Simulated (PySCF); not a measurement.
# Dipole moment and polarisability of `FC(F)C1=CBC=CC=C1`

Compound: C₇H₇BF₂.
Cartesian coordinates in Å at the PBE0-D3(BJ)/def2-SVP level; atoms count from 1:
```
atom  x, y, z in Å
F1    -3.076   -0.808    0.492
C2    -2.488    0.203   -0.188
F3    -2.821    0.047   -1.490
C4    -0.984    0.142   -0.030
C5    -0.327    1.280    0.372
B6     1.170    1.517    0.574
C7     2.241    0.455    0.337
C8     2.075   -0.849   -0.064
C9     0.875   -1.552   -0.364
C10   -0.430   -1.131   -0.352
H11   -2.906    1.158    0.172
H12   -0.994    2.131    0.567
H13    1.523    2.618    0.940
H14    3.287    0.742    0.502
H15    2.980   -1.459   -0.176
H16    1.019   -2.597   -0.655
H17   -1.169   -1.890   -0.629
```

Level: B3LYP/def2-SVPD (PySCF), static field, nuclei fixed, core orbitals frozen in the response. The polarisability tensor in these axes (au):

```
x   126.96   0.58   6.11
y     0.58 113.16  15.23
z     6.11  15.23  67.15
```

Problem. What are the eigenvalues, a third of the trace, and Δα (Δα² = ½Σ(αi − αj)² over the three pairs)?

Solution. Principal values 62.06, 117.22 and 127.98 au; mean 102.42 au = 15.18 Å³ = 16.89 × 10⁻⁴⁰ C²·m²/J; Δα = 61.25 au (60 % of the mean).

Problem. What is the dipole moment, and where does it point?

Solution. (1.19, -0.80, 0.08) D, 1.43 D in size, pointing from the negative to the positive side. Measured along this direction, the outermost atoms are H11 at the negative end and H15 at the positive end.

Problem. Find the Langevin capture rate constant for NH4+ (18.034 u) meeting this molecule (140.061 u), k = 2.342 × 10⁻⁹ cm³/s × √(α in Å³ / reduced mass in u).

Solution. The reduced mass is 15.98 u, so k = 2.28 × 10⁻⁹ cm³/s. The formula leaves out the permanent dipole, which adds to the capture rate.

Problem. What would n − 1 = 2πNα be for an ideal gas of these molecules at 500 K and 1 atm, electronic part alone?

Solution. N = p/kT = 1.4678 × 10¹⁹ cm⁻³, so n − 1 = 2π × N × 15.18 × 10⁻²⁴ cm³ = 1400 × 10⁻⁶ at long wavelengths.

Problem. How large is μ²/3kT at 400 K beside α?

Solution. In Gaussian units μ²/3kT = 12.40 Å³ against 15.18 Å³, a ratio of 0.82; the Debye molar polarisation (4π/3)N_A(α + μ²/3kT) is 69.6 cm³/mol, leaving out the vibrational part.

Problem. Estimate the molar refractivity from the static electronic polarisability.

Solution. Lorentz–Lorenz: R = (4π/3)N_A α = 2.5225 cm³/(mol·Å³) × 15.18 Å³ = 38.3 cm³/mol, in the limit of long wavelengths.

The structure is a single PBE0-D3(BJ)/def2-SVP conformer in the gas phase; no vibrational or solvent corrections.

The run behind these numbers computed excited states and ΔSCF ions as well. Time: 5.4 min of wall time (grids of density and orbitals included); peak memory 1.1 GiB. Hardware: one thread of an Arm Neoverse V2, shared host with 32 logical CPUs at a one-minute load of 21.
